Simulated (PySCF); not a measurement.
A structure optimised at PBE-D3(BJ)/def2-SVP, used in a PySCF frequency run:

```xyz
7

W      0.0081     0.5148     0.0000
N      0.9016     0.9956     1.4351
H      1.6950     1.4013     1.9407
N      0.9016     0.9956    -1.4351
H      1.6950     1.4013    -1.9407
F     -1.6401     1.4372     0.0000
Br    -0.0529    -1.9363     0.0000
```

Problem. Write its SMILES, formula and point group.

Solution. [NH]=[W](=[NH])([F])[Br], BrFH₂N₂W, Cs

Problem. What are its rotational constants (standard atomic weights)?

Solution. 3.4853, 1.0428, 1.0127 GHz
